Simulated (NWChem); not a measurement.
Isomers of C₂H₆OSi, each optimised at PBE0/def2-SVP with NWChem, gas phase unless a solvent is named. Flexible species stand in one conformer each, which need not be the lowest. Low-valent species are run as closed-shell singlets; no triplet was tried in these runs. Relative energies count from the lowest isomer at each level and are electronic, without zero-point energy, on those geometries.

A: C=C[SiH2]O
B: C[Si]OC
C: O=CC[SiH3]
D: C1C[SiH2]O1

| quantity | A | B | C | D |
|---|---|---|---|---|
| relative energy, PBE0/def2-SVP (kcal/mol) | 0.0 | 14.6 | 15.5 | ___ |
| relative energy, PBE/def2-SVP (kcal/mol) | 0.0 | 12.6 | 13.3 | ___ |
| dipole (D), PBE0/def2-SVP | 1.64 | 2.32 | 2.59 | ___ |

**Question.** Fill in the missing entries.

**Answer.** 
- relative energy, PBE0/def2-SVP (kcal/mol), D: 3.8
- relative energy, PBE/def2-SVP (kcal/mol), D: 4.5
- dipole (D), PBE0/def2-SVP, D: 1.84
